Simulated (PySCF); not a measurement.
2,3-dihydrothiophene (C4H6S), SMILES C1C=CSC1. The structure is a stationary point at PBE-D3(BJ)/def2-SVP. One conformer was computed; it need not be the lowest.

### Question
Give the equilibrium geometry at PBE-D3(BJ)/def2-SVP (PySCF confirms it by a frequency run) as a Z-matrix. (The exact figures need the calculation; the answer reports its results.)

### Answer
Several could match; the one computed here: 
```
C
H 1 1.1101
H 1 1.1164 2 106.43
C 1 1.5117 2 113.12 3 -120.10
C 4 1.3507 1 114.04 2 -142.65
H 5 1.0997 4 126.34 1 -174.85
H 4 1.0998 5 123.09 6 -0.29
C 1 1.5394 2 110.62 3 120.36
H 8 1.1063 1 113.69 2 -88.74
H 8 1.1099 9 108.67 1 -124.36
S 5 1.7685 6 118.36 4 -178.37
```
